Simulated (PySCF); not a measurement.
Point-charge models of `[SiH3]N([SiH3])[C@@]12[C@@H]3[C@H]4[C@@H]3[C@@H]1[C@H]42` against its computed dipole.

Coordinates (PBE0-D3(BJ)/def2-SVP, Å) and charges (e) from the PBE0/pcSseg-1 density (PySCF):

```
atom       x       y       z  Mulliken      IAO  Hirshfeld  ESP-fitted
 Si1   1.812  -1.464  -1.261   +0.6262  +0.7250    +0.3417     +0.4457
  N2   1.209  -0.107  -0.329   -0.9667  -0.7391    -0.2553     -0.3712
 Si3   2.148   1.136   0.474   +0.6252  +0.7250    +0.3414     +0.4197
  C4  -0.185  -0.065  -0.111   +0.2165  +0.0938    +0.0444     +0.2205
  C5  -1.098  -0.674   1.003   -0.0574  -0.1753    -0.0556     -0.2296
  C6  -2.231  -0.770   0.005   -0.0661  -0.1449    -0.0484     -0.1028
  C7  -2.058   0.482   0.833   -0.0660  -0.1450    -0.0483     -0.0887
  C8  -1.157   1.088  -0.268   -0.0702  -0.1619    -0.0497     -0.2213
  C9  -1.331  -0.170  -1.099   -0.0700  -0.1615    -0.0496     -0.1855
 H10   3.301  -1.372  -1.292   -0.1014  -0.1189    -0.0750     -0.0962
 H11   1.282  -1.435  -2.659   -0.0983  -0.1363    -0.0827     -0.1103
 H12   1.401  -2.765  -0.647   -0.0927  -0.1348    -0.0826     -0.1063
 H13   3.593   0.844   0.244   -0.1011  -0.1189    -0.0750     -0.0892
 H14   1.865   1.152   1.942   -0.0921  -0.1339    -0.0822     -0.0982
 H15   1.823   2.492  -0.066   -0.0978  -0.1368    -0.0830     -0.1034
 H16  -0.889  -1.285   1.881   +0.0693  +0.1532    +0.0521     +0.1512
 H17  -3.060  -1.479  -0.030   +0.0844  +0.1506    +0.0511     +0.1265
 H18  -2.728   0.937   1.564   +0.0843  +0.1506    +0.0512     +0.1262
 H19  -0.973   2.109  -0.605   +0.0871  +0.1545    +0.0528     +0.1612
 H20  -1.304  -0.281  -2.184   +0.0867  +0.1545    +0.0528     +0.1518
```

**Question.** What dipole does each set of charges give (1 e·Å = 4.803 D), and what does the density give?

**Answer.** The full density gives (-0.66, 0.00, 0.13) D, 0.68 D in size; dipole vectors point from the negative to the positive end.

```csv
scheme,μx,μy,μz,size (D),share of the full size (%),angle to the full dipole (°)
Mulliken,-1.26,0.01,0.27,1.29,191,1
IAO,0.64,-0.07,-0.01,0.65,96,169
Hirshfeld,-0.38,0.02,0.04,0.38,56,6
ESP-fitted,-0.64,0.02,0.11,0.65,97,2
```

**Question.** Which set comes closest?

**Answer.** Length of the difference vector: ESP-fitted 0.03 D, Hirshfeld 0.30 D, Mulliken 0.61 D, IAO 1.32 D. Closest: ESP-fitted. ESP charges are fitted to the potential around the molecule, whose slowest-falling term is the dipole's. The schemes that divide the density aren't constrained to reproduce the dipole.

**Question.** What is left for the Hirshfeld atoms' own dipoles?

**Answer.** The shares of the density sum to the whole, so what Σ q r misses lies in dipoles about the nuclei. The atomic dipoles sum to (-0.66, 0.00, 0.13) − (-0.38, 0.02, 0.04) = (-0.28, -0.02, 0.09) D, 0.30 D in size.

**Question.** With the origin at the mean of the coordinates, (0.071, -0.081, -0.130) Å, which are the largest single terms, by size, of the Hirshfeld dipole along the direction of the full one?

**Answer.** Si1 -3.17, Si3 -3.14, N2 +1.42, H10 +1.22, H13 +1.22 D; all 20 atoms together +0.38 D. The single terms depend on the origin, their sum doesn't.

**Question.** Give the size of the full dipole in other units.

**Answer.** 0.68 D = 0.266 au = 0.141 e·Å = 2.25 × 10⁻³⁰ C·m.

Geometry: PBE0-D3(BJ)/def2-SVP, one conformer, isolated molecule.

Conformer computed: `[SiH3:1][N:2]([SiH3:3])[C@@:4]12[C@@H:5]3[C@H:6]4[C@@H:7]3[C@@H:8]1[C@@H:9]24`: Si1–N2–C4–C5 88°.
